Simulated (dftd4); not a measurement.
C2H9InN (SMILES [CH3][In+]([CH3])<-[NH3]), charge +1, singlet, at a GFN2-xTB geometry (such geometries of metal compounds can be far from the true shape); D4 for pbe0 in dftd4 4.2.0.

The dftd4 input:
```
$ dftd4 mol.xyz --func pbe0 --charge 1 --json dftd4.json --noedisp --property

# file mol.xyz
13

In     0.01029216     0.25808808     0.06989038
C      1.73797640     0.84692082    -1.26039157
H      2.61736320     0.31016744    -0.90906612
H      1.88244548     1.92293075    -1.18576466
H      1.47689291     0.55587623    -2.27634374
C     -1.69717134     0.22996896     1.54824413
H     -2.56637048    -0.17166069     1.03031352
H     -1.87885657     1.24785044     1.88771495
H     -1.40043788    -0.41034404     2.37695452
N     -0.08325956    -2.14434856    -0.57701847
H     -0.74633417    -2.31444460    -1.33208764
H     -0.36877472    -2.74357612     0.19645205
H      0.81774317    -2.49401433    -0.90078781
```

Output, abridged:

```
                    ____  _____ _____     ____  _  _
      -------------|  _ \|  ___|_   _|---|  _ \| || |------------
     |             | | | | |_    | | ___ | | | | || |_           |
     |             | |_| |  _|   | ||___|| |_| |__   _|          |
     |             |____/|_|     |_|     |____/   |_|            |
     |             ===================================           |
     |            E. Caldeweyher, S. Ehlert & S. Grimme          |
     |          Mulliken Center for Theoretical Chemistry        |
     |                    University of Bonn                     |
      -----------------------------------------------------------

Rational (Becke-Johnson) damping: pbe0-D4-ATM
---------------------
  s6         1.0000
  s8         1.2007
  s9         1.0000
  a1         0.4009
  a2         5.0293
 alp        16.0000
--------------------

Atomic data, radii in Ångström:
------------------------------------------------------
   Z          R(cov)      r4/r2   hardness         EN
------------------------------------------------------
  49 In       1.7067     3.7153     0.2878     1.7800
   6 C        1.0000     1.6431     0.4220     2.5500
   1 H        0.4267     1.0622     0.4726     2.2000
   7 N        0.9467     1.4350     0.5044     3.0400
------------------------------------------------------

Atomic reference systems (in atomic units):
----------------------------------------------------------------------------
   Z        #      CN     q+Z       C6(AA)   #      CN     q+Z       C6(AA)
----------------------------------------------------------------------------
  49 In     1  0.0000 21.0000     775.8850   2  0.8872 21.0639     675.5841
            3  1.7850 21.1081     409.7734   4  2.7042 21.1417     286.6101
   6 C      1  0.0000  6.0000      49.3833   2  0.9189  5.8288      52.1688
            3  1.9079  5.8579      35.6972   4  2.8312  5.7775      35.8445
            5  3.7487  5.7435      28.6317   6  2.9183  5.8956      32.2504
            7  0.8556  6.2103      25.6194
   1 H      1  0.0000  1.0000       7.6362   2  0.8942  1.0000       3.0374
   7 N      1  0.0000  7.0000      25.3714   2  0.8583  6.6470      32.5496
            3  1.8399  6.6987      28.5877   4  2.5804  6.1757      42.3910
            5  0.9809  7.0000      18.1534
----------------------------------------------------------------------------

Atomic properties (in atomic units):
----------------------------------------------------------------------------
     #    Z              CN          q      C6(AA)        C8(AA)   alpha(0)
----------------------------------------------------------------------------
     1   49 In       2.2776     0.5768    310.1851    45868.8339    35.6551
     2    6 C        3.6115    -0.2679     29.5827      855.5822     7.9331
     3    1 H        0.9252     0.1455      1.4227       17.1978     1.8652
     4    1 H        0.9251     0.1471      1.4114       17.0616     1.8578
     5    1 H        0.9253     0.1459      1.4196       17.1607     1.8632
     6    6 C        3.6115    -0.2678     29.5809      855.5320     7.9329
     7    1 H        0.9253     0.1460      1.4192       17.1557     1.8630
     8    1 H        0.9251     0.1471      1.4116       17.0643     1.8580
     9    1 H        0.9252     0.1455      1.4224       17.1945     1.8651
    10    7 N        3.1789    -0.7989     41.3530      912.2801     9.6289
    11    1 H        0.8597     0.2940      0.7313        8.8399     1.3396
    12    1 H        0.8597     0.2935      0.7329        8.8600     1.3411
    13    1 H        0.8597     0.2933      0.7335        8.8668     1.3416
----------------------------------------------------------------------------

Molecular properties (in atomic units):
----------------------------------------
 molecular C6                1962.5352
 molecular C8              111693.7614
----------------------------------------

Dispersion energy:      -5.7479973451215E-03 Eh

[Info] JSON dump of results written to 'dftd4.json'
```
